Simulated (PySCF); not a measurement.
BCl, singlet, geometry from GFN2-xTB, with bond 1-2 at 2.0 times its length. Base run: PySCF with CAMB3LYP/STO-3G.

The PySCF input:
```python
from pyscf import gto, scf, dft

mol = gto.M(
    atom='''
B     0.00000000    0.00000000   -2.79888492
Cl    0.00000000    0.00000000    0.35883140
''',
    basis='sto-3g',
    verbose=4,
)

mf = dft.RKS(mol)
mf.xc = 'camb3lyp'
mf.kernel()
```

The base run was repeated with changes; each row names its change, and settings that it needs were set with it.

```tsv
change	ΔE vs base (mEh)	SCF cycles
base	0.000	14
level_shift = 0.3 (with mf.max_cycle = 100)	0.000	22
conv_tol_grad = 1e-3	0.000	14
level_shift = 0.1 (with mf.max_cycle = 100)	0.000	22
init_guess = mod_huckel	0.000	19
solver = newton	0.000	-
solver = newton; init_guess = 1e	0.000	-
conv_tol_grad = 1e-7	0.000	18
diis_space = 2	0.000	24
damp = 0.5; diis_start_cycle = 5	0.000	17
init_guess = atom	0.000	14
diis = off; damp = 0.6 (with mf.diis_start_cycle = 200; with mf.max_cycle = 150)	0.000	42
init_guess = vsap	0.000	15
```
